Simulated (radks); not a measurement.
Values are calculated unless marked as measured or tabulated.
Task: Cd, configuration [Kr] 4d10 5s2. Code: a radial shooting solver on a logarithmic mesh with Libxc functionals. Model: Dirac Kohn-Sham, PBE, spin-unpolarised, spherical densities, point nucleus. Some entries of the table are withheld. Estimate them.

| orbital | occ. | eigenvalue (Ry) | r(max) (bohr) | <r> (bohr) |
|---|---|---|---|---|
| 1s1/2 | 2 | -1948.418 | 0.01967 | 0.03040 |
| 2s1/2 | 2 | -289.1856 | 0.1113 | 0.1313 |
| 2p1/2 | 2 | (1) | 0.08597 | (2) |
| 2p3/2 | 4 | (3) | 0.09031 | (4) |
| 3s1/2 | 2 | -53.90126 | 0.3240 | 0.3580 |
| 3p1/2 | 2 | -45.89701 | 0.3104 | 0.3494 |
| 3p3/2 | 4 | -43.37072 | 0.3205 | 0.3604 |
| 3d3/2 | 4 | -29.21125 | 0.2641 | (5) |
| 3d5/2 | 6 | -28.69792 | 0.2670 | (6) |
| 4s1/2 | 2 | -7.77986 | 0.7957 | 0.8791 |
| 4p1/2 | 2 | -5.21490 | 0.8289 | 0.9392 |
| 4p3/2 | 4 | -4.78691 | 0.8537 | 0.9703 |
| 4d3/2 | 4 | (7) | (8) | 1.277 |
| 4d5/2 | 6 | (9) | (10) | 1.298 |
| 5s1/2 | 2 | -0.41600 | 2.334 | 2.900 |

Result: 
(1) 2p1/2 eigenvalue (Ry): -269.2074
(2) 2p1/2 <r> (bohr): 0.1112
(3) 2p3/2 eigenvalue (Ry): -255.0616
(4) 2p3/2 <r> (bohr): 0.1164
(5) 3d3/2 <r> (bohr): 0.3327
(6) 3d5/2 <r> (bohr): 0.3362
(7) 4d3/2 eigenvalue (Ry): -0.89318
(8) 4d3/2 r(max) (bohr): 0.9749
(9) 4d5/2 eigenvalue (Ry): -0.84200
(10) 4d5/2 r(max) (bohr): 0.9857
